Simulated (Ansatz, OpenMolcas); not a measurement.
## C3H9Sb (trimethylantimony): the vertical ionisation energy, rung by rung

C3H9Sb has 13 atoms, charge 0, and is taken as a singlet. As SMILES, `C[Sb](C)C`. The coordinates come from a PBE0-D4/def2-TZVP relaxation.

Each level gives the vertical ionisation energy (to the doublet cation) (eV). The values are calculated.

```json
{"level": "BLYP/def2-SVP (core potential)", "kind": "GGA", "program": "OpenMolcas", "value (eV)": "8.12"}
{"level": "M06-L/def2-SVP (core potential)", "kind": "meta-GGA", "program": "OpenMolcas", "value (eV)": "8.27"}
{"level": "B3LYP/def2-SVP (core potential)", "kind": "global hybrid", "program": "Ansatz", "value (eV)": "8.38"}
{"level": "CAM-B3LYP/def2-SVP (core potential)", "kind": "range-separated hybrid", "program": "Ansatz", "value (eV)": "8.44"}
{"level": "HSE06/def2-SVP (core potential)", "kind": "range-separated hybrid", "program": "Ansatz", "value (eV)": "8.32"}
{"level": "wB97X/def2-SVP (core potential)", "kind": "range-separated hybrid", "program": "Ansatz", "value (eV)": "8.46"}
{"level": "B2PLYP/def2-SVP (core potential)", "kind": "double hybrid", "program": "Ansatz", "value (eV)": "8.29"}
{"level": "MP2/def2-SVP (core potential)", "kind": "perturbation theory", "program": "Ansatz", "value (eV)": "8.19"}
```

Spin-orbit coupling, which can split open shells on such heavy atoms by tenths of an eV, is left out. The values span 8.12 to 8.46 eV. In the correlated wave-function rows the outer d shell of Sb is correlated, in sets not made for it.
